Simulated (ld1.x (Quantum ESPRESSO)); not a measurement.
## cobalt, TM: configuration errors across variants

cobalt (Co), norm-conserving Troullier–Martins (Kleinman–Bylander form), made with ld1.x (Quantum ESPRESSO) 7.5 (PBE, scalar-relativistic). Core [Ne] 3s2, reference 3p6 3d7 4s1 4p0 (charge +1). Waves: 4s (bound): rc 2.25 bohr; 3d (bound): rc 1.10 bohr; 3p (bound): rc 1.15 bohr. Local part: the p channel. Core correction: none.

All-electron excitation energies from the reference (eV): (1) 3p6 3d7 4s2 4p0 -9.030; (2) 3p6 3d7 4s0 4p0 16.786; (3) 3p6 3d6 4s0 4p0 52.656; (4) 3p6 3d7 4s0 4p2 -0.052; (5) 3p6 3d8 4s1 4p0 -10.233; (6) 3p6 3d8 4s0 4p0 -2.559; (7) 3p6 3d5 4s0 4p0 108.007.

Tests that are not counted but printed errors over 1 eV. “local potential all-electron potential smoothed inside 1.20 bohr (lloc = -2)”: 3p6 3d7 4s2 4p0 (solver errors, printed error -2772 eV); 3p6 3d8 4s1 4p0 (solver errors, printed error -3.4 eV).

4 further variants failed, have other tests or another functional or relativity, and are left out.

A true bound ghost makes a file unfit for plane-wave use even where its test errors are small: the radial tests pick states by their node count and pass the ghost by. Where a test does run into it, the solver fails or the error is huge.

Errors AE − PS in meV (a dash: test not solved or not reliable):

| change | (1) | (2) | (3) | (4) | (5) | (6) | (7) | bound ghosts |
| --- | --- | --- | --- | --- | --- | --- | --- | --- |
| base | -1.7 | -7.2 | +67 | +44 | -9.3 | -55 | +147 | s |
| wave 3d (bound): rc 1.10 bohr becomes 3d (bound): rc 1.42 bohr | -0.7 | -5.0 | +67 | +44 | -9.9 | -49 | +225 | s |
| local potential all-electron potential smoothed inside 1.20 bohr (lloc = -2) | – | -7.4 | +49 | -68 | – | -67 | +49 | s |
| wave 3p (bound): rc 1.15 bohr becomes 3p (bound): rc 0.84 bohr | -2.0 | -7.3 | +64 | +13 | -12 | -57 | +127 | s |
| wave 4s (bound): rc 2.25 bohr becomes 4s (bound): rc 1.56 bohr | +0.6 | -0.5 | +38 | +46 | -7.3 | -30 | +62 | s |
| core correction a·sin(br)/r model core inside 0.54 bohr | -4.1 | -15 | +30 | +43 | -14 | -61 | +31 | s |

Give the same row for: all radii scaled by about 1.25 (s 2.82, p 1.44, d 1.38 bohr).

-0.5, -14, -38, -22, +3.7, -5.1, -33; bound ghosts: s.
